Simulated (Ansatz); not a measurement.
An input meant for the cluster H₂W₂⁺ (charge 1, doublet; atoms displaced at random, 0.03 Å in each coordinate).

```yaml
crystal:
  periodic: [false, false, false]
  atoms:
    - {symbol: W, position_ang: [1.008691, -0.444074, -0.086305]}
    - {symbol: W, position_ang: [-1.127388, 0.514933, 0.128019]}
    - {symbol: H, position_ang: [-0.686665, 1.245031, 1.337443]}
    - {symbol: H, position_ang: [0.702096, -1.353415, -1.321859]}
basis:
  gaussian: {orbitals: def2-SVP}
total_charge: 1
magnetization: {spin_polarized: true, initial_magnetization: 1}
hamiltonian: {xc: {name: SVWN5}}
relax: {f_tol: 0.001, max_steps: 3}
output: {forces: true}
```

```sh
$ ansatz run in.yaml --threads 4 --pin off --events-out ev --progress --plain --max-ram 3916MiB
```

Output, abridged:

```
Functional definition: SVWN5
730 factors; their error is unknown
mean field evaluation 1: about -3655.6023 eV, gradient 4.1e1 eV
mean field evaluation 2: about -3561.8618 eV, gradient 1.2e2 eV
mean field evaluation 4: about -3650.2293 eV, gradient 5.4e1 eV
mean field evaluation 8: about -3664.2174 eV, gradient 6.5e-1 eV
mean field evaluation 16: about -3664.4614 eV, gradient 3.7e-5 eV
mean field evaluation 32: about -3662.4302 eV, gradient 1.1e1 eV
mean field evaluation 64: about -3664.4640 eV, gradient 4.9e-3 eV
mean field evaluation 96: about -3661.8978 eV, gradient 9.2e-1 eV
mean field evaluation 128: about -3662.4733 eV, gradient 1.3e1 eV
mean field evaluation 160: about -3663.5219 eV, gradient 4.8e0 eV
mean field evaluation 192: about -3663.3426 eV, gradient 3.1e0 eV
mean field -3664.46405013 eV, -134.6665699794 hartree, gradient 3.0e-6 eV, S^2 1.127894; 20 other end points of the search recorded, 0 dependent functions left out
reference -3664.46409247 eV, -134.6665715351 hartree; 15, 14 occupied and 59, 60 virtual orbitals, 730 factors
relax step   1: F+E_penalty+E_count = -3664.46405013 eV  Δ(F+E_penalty+E_count) = +0.000e0 eV  max|allowed force component| = 4.954e0 eV/Å  Δτ_max = 0.0000 Å  (709 SCF iters, accepted)
730 factors; their error is unknown
mean field evaluation 224: about -3665.8177 eV, gradient 2.0e-2 eV
mean field -3665.77241378 eV, -134.7146514566 hartree, gradient 1.4e-5 eV, S^2 0.750811; 1 other end points of the search recorded, 0 dependent functions left out
reference -3665.77245696 eV, -134.7146530436 hartree; 15, 14 occupied and 59, 60 virtual orbitals, 730 factors
relax step   2: F+E_penalty+E_count = -3665.77241378 eV  Δ(F+E_penalty+E_count) = -1.308e0 eV  max|allowed force component| = 3.057e0 eV/Å  Δτ_max = 0.1903 Å  (73 SCF iters, accepted)
730 factors; their error is unknown
mean field -3665.76694054 eV, -134.7144503187 hartree, gradient 1.7e-5 eV, S^2 0.751023; 0 other end points of the search recorded, 0 dependent functions left out
reference -3665.76698348 eV, -134.7144518967 hartree; 15, 14 occupied and 59, 60 virtual orbitals, 730 factors
relax step   3: F+E_penalty+E_count = -3665.76694054 eV  Δ(F+E_penalty+E_count) = +5.473e-3 eV  max|allowed force component| = 1.792e0 eV/Å  Δτ_max = 0.1481 Å  (48 SCF iters, rejected (line search))
Error: geometry relaxation did not converge after 3 steps: max|allowed force component| = 3.06e0 eV/Å (threshold 1.0e-3). Raise `relax.max_steps` over both its present limit and 3, loosen `relax.f_tol`, or start from a geometry closer to equilibrium. Where this run's directory can be resumed (`checkpoint.write`), a resume goes on for up to `relax.max_steps` more
```

Q: What is wrong with this run?

A: The relaxation is allowed too few steps for its threshold. The SCF steps converged, but the relaxation ran out of steps.
